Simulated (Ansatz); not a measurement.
A series at Si: from `[AlH2][SiH2][SiH2][SiH3]`, ligands are replaced one by one, each step taking up H₂ and setting free SiH₄; n counts the steps. Ansatz, PBE0-D4/def2-TZVP geometries. Each molecule was computed in one conformer, which needn't be the lowest.

```json
{"n": "0", "molecule": "`[AlH2][SiH2][SiH2][SiH3]`", "HOMO energy, ωB97M-V/def2-TZVPP (eV)": "-9.15"}
{"n": "1", "molecule": "`[AlH2][SiH2][SiH3]`", "HOMO energy, ωB97M-V/def2-TZVPP (eV)": "-9.39"}
{"n": "2", "molecule": "`[AlH2][SiH3]`", "HOMO energy, ωB97M-V/def2-TZVPP (eV)": "-9.61"}
{"n": "3", "molecule": "`[AlH3]`", "HOMO energy, ωB97M-V/def2-TZVPP (eV)": "?"}
```

Q: By hand: fit a straight line y = ȳ + b (n − n̄) to the 3 given rows and predict n = 3.

A: n̄ = 1.000, ȳ = -9.383; Σ(n − n̄)(y − ȳ) = -0.460, Σ(n − n̄)² = 2.000, so b = -0.230 eV a step. Prediction: -9.383 + (-0.230) × (2.000) = -9.84 eV.

Q: By hand: compare with the computed value, -10.81 eV, and give the steps along the whole series.

A: The line misses by -0.97 eV (computed minus predicted). Steps: -0.24, -0.22, -1.20 eV.

One step carries most of the change, so a line is a poor guide. The highest orbital can change its character along such a series. The miss is 58.4 % of the series' range.
